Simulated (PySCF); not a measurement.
C3H8O3S.
SMILES with atom numbers: `[CH3:1][CH2:2][CH2:3][S:4](=[O:5])(=[O:6])[OH:7]` (hydrogens: H8, H9, H10 on C1; H11, H12 on C2; H13, H14 on C3; H15 on O7)

The same species was optimised twice, with GFN2-xTB and with PBE0-D3(BJ)/def2-SVP (PySCF), and the same property calculations (PySCF, gas phase) were run on both structures.

```json
{"coordinate": "S4=O6 (Å)", "GFN2-xTB": "1.432", "PBE0-D3(BJ)/def2-SVP": "1.455", "change": "+0.023"}
{"coordinate": "S4=O5 (Å)", "GFN2-xTB": "1.426", "PBE0-D3(BJ)/def2-SVP": "1.446", "change": "+0.020"}
{"coordinate": "C3–S4 (Å)", "GFN2-xTB": "1.801", "PBE0-D3(BJ)/def2-SVP": "1.787", "change": "-0.014"}
{"coordinate": "C2–C3 (Å)", "GFN2-xTB": "1.516", "PBE0-D3(BJ)/def2-SVP": "1.523", "change": "+0.007"}
{"coordinate": "S4–O7 (Å)", "GFN2-xTB": "1.625", "PBE0-D3(BJ)/def2-SVP": "1.629", "change": "+0.004"}
{"coordinate": "C1–C2 (Å)", "GFN2-xTB": "1.524", "PBE0-D3(BJ)/def2-SVP": "1.521", "change": "-0.003"}
{"coordinate": "C2–C3–S4 (°)", "GFN2-xTB": "107.9", "PBE0-D3(BJ)/def2-SVP": "111.9", "change": "+4.0"}
{"coordinate": "C1–C2–C3 (°)", "GFN2-xTB": "111.4", "PBE0-D3(BJ)/def2-SVP": "115.1", "change": "+3.7"}
{"coordinate": "O5–S4–O6 (°)", "GFN2-xTB": "118.3", "PBE0-D3(BJ)/def2-SVP": "121.8", "change": "+3.5"}
{"coordinate": "C3–S4–O6 (°)", "GFN2-xTB": "110.8", "PBE0-D3(BJ)/def2-SVP": "108.7", "change": "-2.1"}
{"coordinate": "C3–S4–O5 (°)", "GFN2-xTB": "111.7", "PBE0-D3(BJ)/def2-SVP": "109.8", "change": "-1.9"}
{"coordinate": "O5–S4–O7 (°)", "GFN2-xTB": "108.5", "PBE0-D3(BJ)/def2-SVP": "106.7", "change": "-1.8"}
{"coordinate": "C3–S4–O7 (°)", "GFN2-xTB": "99.3", "PBE0-D3(BJ)/def2-SVP": "101.0", "change": "+1.7"}
{"coordinate": "O6–S4–O7 (°)", "GFN2-xTB": "106.5", "PBE0-D3(BJ)/def2-SVP": "106.8", "change": "+0.3"}
{"coordinate": "C1–C2–C3–S4 (°)", "GFN2-xTB": "72", "PBE0-D3(BJ)/def2-SVP": "66", "change": "-6"}
{"coordinate": "C2–C3–S4–O5 (°)", "GFN2-xTB": "-82", "PBE0-D3(BJ)/def2-SVP": "-77", "change": "+5"}
```

Rotational constants: A = 3956, B = 1640, C = 1553 MHz (GFN2-xTB) against A = 3916, B = 1589, C = 1508 MHz (PBE0-D3(BJ)/def2-SVP). Point groups within 0.08 Å: C1 and C1.

On the GFN2-xTB structure: HOMO (eV) -8.82 [PBE0/pcSseg-1]; LUMO (eV) 0.91 [PBE0/pcSseg-1]; dipole (D) 3.27 [PBE0/pcSseg-1]; GIAO shielding of C1 (ppm) 172.0 [PBE0/pcSseg-1]; GIAO shielding of C2 (ppm) 167.4 [PBE0/pcSseg-1]; GIAO shielding of C3 (ppm) 125.2 [PBE0/pcSseg-1]; GIAO shielding of S4 (ppm) 177.7 [PBE0/pcSseg-1]; GIAO shielding of O5/O6 (mean) (ppm) 94.9 [PBE0/pcSseg-1]; GIAO shielding of O7 (ppm) 126.6 [PBE0/pcSseg-1].

What do these properties become on the PBE0-D3(BJ)/def2-SVP structure?

```tsv
property	level	on GFN2-xTB	on PBE0-D3(BJ)/def2-SVP	change
HOMO (eV)	PBE0/pcSseg-1	-8.82	-8.95	-0.13
LUMO (eV)	PBE0/pcSseg-1	0.91	0.75	-0.16
dipole (D)	PBE0/pcSseg-1	3.27	3.80	+0.53
energy, GFN2-xTB geometry as zero (kcal/mol)	PBE0/pcSseg-1	0.0	-3.4	-3.4
GIAO shielding of C1 (ppm)	PBE0/pcSseg-1	172.0	170.7	-1.3
GIAO shielding of C2 (ppm)	PBE0/pcSseg-1	167.4	165.0	-2.4
GIAO shielding of C3 (ppm)	PBE0/pcSseg-1	125.2	123.8	-1.4
GIAO shielding of S4 (ppm)	PBE0/pcSseg-1	177.7	164.3	-13.4
GIAO shielding of O5/O6 (mean) (ppm)	PBE0/pcSseg-1	94.9	85.7	-9.2
GIAO shielding of O7 (ppm)	PBE0/pcSseg-1	126.6	113.9	-12.7
```

The heavy atoms differ by 0.057 Å rms after alignment. Among bonds between heavy atoms S4=O6 changes most (+0.023 Å). Changes are differences of the printed values. Neither structure is proved a minimum here.

Conformer computed: `[CH3:1][CH2:2][CH2:3][S:4](=[O:5])(=[O:6])[OH:7]`: C1–C2–C3–S4 66°, C2–C3–S4–O5 -77°, H–O7–S4–C3 -108°.
